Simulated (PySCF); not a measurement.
A series of related molecules.

All values: CAM-B3LYP/def2-SVPD (PySCF) at GFN2-xTB geometries, gas phase, one conformer each. Core orbitals are frozen in the response; Δα² is half the sum of the squared differences of the principal polarisabilities.

(1) Rank by HOMO energy, highest first.
A. `C#C/C=C/CF`
B. `CCC#C/C=C/CF`
C. `CC#CC#C/C=C/CF`

(2) Rank by HOMO–LUMO gap, lowest first.
A. `C#C/C=C/CF`
B. `CCC#C/C=C/CF`
C. `C=CC#C/C=C/CF`
D. `CC#CC#C/C=C/CF`

Results:

(1) C (-7.63 eV), B (-7.89 eV), A (-8.37 eV).

(2) C (7.17 eV), D (7.34 eV), B (8.34 eV), A (8.51 eV).

All values together:

```
        SMILES                       change  formula  μ (D)  HOMO (eV)  LUMO (eV)  α (Å³)  Δα (Å³)  electrons  α per electron (Å³)
    C#C/C=C/CF                       parent    C5H5F   1.81      -8.37       0.14    9.33     7.77         44                0.212
   CC#C/C=C/CF       H on C replaced by CH3    C6H7F   2.08      -7.90       0.46   11.61    10.23         52                0.223
CC#CC#C/C=C/CF  H on C replaced by propynyl    C8H7F   2.15      -7.63      -0.29   17.26    22.25         64                0.270
  CCC#C/C=C/CF      H on C replaced by C2H5    C7H9F   2.15      -7.89       0.45   13.45    10.52         60                0.224
 C=CC#C/C=C/CF     H on C replaced by vinyl    C7H7F   1.84      -7.79      -0.62   14.57    14.84         58                0.251
```

Conformers: `[CH:1]#[C:2]/[CH:3]=[CH:4]/[CH2:5][F:6]` with C3–C4–C5–F6 0°; `[CH3:1][C:2]#[C:3]/[CH:4]=[CH:5]/[CH2:6][F:7]` with C4–C5–C6–F7 0°; `[CH3:1][C:2]#[C:3][C:4]#[C:5]/[CH:6]=[CH:7]/[CH2:8][F:9]` with C6–C7–C8–F9 1°; `[CH3:1][CH2:2][C:3]#[C:4]/[CH:5]=[CH:6]/[CH2:7][F:8]` with C5–C6–C7–F8 0°; `[CH2:1]=[CH:2][C:3]#[C:4]/[CH:5]=[CH:6]/[CH2:7][F:8]` with C5–C6–C7–F8 141°.

Give the shifts from the parent, `C#C/C=C/CF`.

| SMILES | change in μ (D) | change in HOMO (eV) | change in LUMO (eV) | change in mean α (Å³) |
| --- | --- | --- | --- | --- |
| CC#C/C=C/CF | +0.27 | +0.47 | +0.32 | +2.28 |
| CC#CC#C/C=C/CF | +0.34 | +0.74 | -0.43 | +7.93 |
| CCC#C/C=C/CF | +0.34 | +0.48 | +0.31 | +4.12 |
| C=CC#C/C=C/CF | +0.03 | +0.58 | -0.76 | +5.24 |
